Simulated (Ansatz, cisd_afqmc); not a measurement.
System: CHS$_{2}$, charge 1, singlet. A triplet may lie lower; no result for it is given here. CHS2+ (SMILES S=C=[SH+]).
B3LYP-D3(BJ)/def2-TZVP minimum from Ansatz (a program for electronic structure):
```xyz
4

S      1.5692    -0.3050     0.1177
C      0.0958    -0.0321     0.0255
S     -1.4865     0.3413    -0.1827
H     -1.8991    -0.3890     0.8868
```
Charge +1, spin multiplicity 1.

Total energies in cc-pV(D+d)Z, 16 correlated electrons, 11 frozen orbitals. Radicals and triplets start from unrestricted determinants; spin-orbit coupling is neglected. Correlated methods leave the cores frozen. No relativity. AFQMC/CISD: phaseless, guided by CISD from CCSD amplitudes; bars are statistical, one sigma. Outlying blocks are dropped, and bars are widened where a walk drifts. Over all cases where full CI ran beside it in this data, AFQMC minus full CI had a median of +0.1 mEh and passed +0.4 mEh in a tenth of the cases. The restricted determinant of CHS2+ (S=C=[SH+], singlet) is unstable towards broken spin symmetry in at least one set run.

| method | program | energy (Eh) | minus CCSDT(Q) (mEh) |
|---|---|---|---|
| HF | Ansatz | -833.20284 | 441.61 |
| MP2 | Ansatz | -833.59599 | 48.46 |
| CCSD | Ansatz | -833.62002 | 24.43 |
| CCSD(T) | Ansatz | -833.64155 | 2.90 |
| CCSDT(Q) | Ansatz | -833.64445 | 0.00 |
| AFQMC/CISD | cisd_afqmc | -833.6436 ± 0.0004 | 0.9 ± 0.4 |

Rough core times of Ansatz's runs on a shared machine: CCSD(T) under 20 s, CCSDT(Q) 30 s.
